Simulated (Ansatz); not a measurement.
One change: `CCB(F)Cl` becomes `C[CH2][In]([F])[Cl]`.

Ansatz, PBE0-D4/def2-TZVP geometries, multiplicity 1. Each molecule was computed in one conformer, which needn't be the lowest.

Elements past krypton have def2 core potentials.

```
                                                                                  property  `CCB(F)Cl`
                                                   HOMO–LUMO gap (ωB97M-V/def2-TZVPP) / eV       12.93
                                                     HOMO energy (ωB97M-V/def2-TZVPP) / eV      -11.27
                                                         LUMO energy (PBE/def2-TZVPP) / eV       -1.46
                                            zero-point energy (PBE0-D4/def2-TZVP) / kJ/mol       192.9
                                        size of the dipole moment (ωB97M-V/def2-TZVPP) / D        1.63
ideal-gas entropy at 298 K and 1 bar (rigid rotor, harmonic PBE0-D4/def2-TZVP) / J/(mol·K)         336
```

Task: Give the same properties after the change, and the shifts. (An estimate is asked.)

Result: Computed: 
```
                                                                                  property  `C[CH2][In]([F])[Cl]`  shift
                                                   HOMO–LUMO gap (ωB97M-V/def2-TZVPP) / eV                  10.64  -2.29
                                                     HOMO energy (ωB97M-V/def2-TZVPP) / eV                 -10.48   0.79
                                                         LUMO energy (PBE/def2-TZVPP) / eV                  -2.48  -1.02
                                            zero-point energy (PBE0-D4/def2-TZVP) / kJ/mol                  177.3  -15.6
                                        size of the dipole moment (ωB97M-V/def2-TZVPP) / D                   4.38   2.75
ideal-gas entropy at 298 K and 1 bar (rigid rotor, harmonic PBE0-D4/def2-TZVP) / J/(mol·K)                    396     60
```

With PBE0 the HOMO rises by 0.65 eV and the LUMO falls by 1.17 eV, so the gap narrows by about 1.82 eV. PBE moves the HOMO by 0.47 eV and ωB97M-V by 0.79 eV. Dipoles are sizes alone; their direction can turn. Modes under 60 cm⁻¹, often nearly free rotors, make the harmonic entropy too high.
